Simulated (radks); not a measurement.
The numbers below are computed, except where a source is named.
Q: Ionisation of Bi, [Hg] 6p3, to Bi+, [Hg] 6p2, under several functionals. Scalar-relativistic Kohn-Sham, spin-polarised, spherical densities, point nucleus; open shells are filled with parallel spins first (spin-orbit coupling, left out, can overturn this in heavy ions); a radial shooting solver on a logarithmic mesh with Libxc functionals. Known Delta-SCF values: BLYP 8.266 eV; SOGGA 8.490 eV; PBEsol 8.564 eV. What does revPBE give, and what is its highest occupied eigenvalue?

A: 8.495 eV by Delta-SCF; the 6p eigenvalue is -5.147 eV. NIST: 7.286 eV (measured).
